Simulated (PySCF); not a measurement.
Job for PySCF: U-M06-2X/def2-TZVPP on F (SMILES [F]).

```python
from pyscf import gto, dft

mol = gto.M(
    atom='''
    F     0.00000000    0.00000000    0.00000000
    ''',
    basis='def2-tzvpp',
    charge=0, spin=1, verbose=4, max_memory=1800)
mf = dft.UKS(mol, xc='m062x').density_fit(auxbasis='def2-universal-jkfit')
mf.grids.level = 4
mf.conv_tol = 1e-9
mf.max_cycle = 150
mf.kernel()
mf.dip_moment()
```

What total energy does the run end on?

-99.7337 hartree.
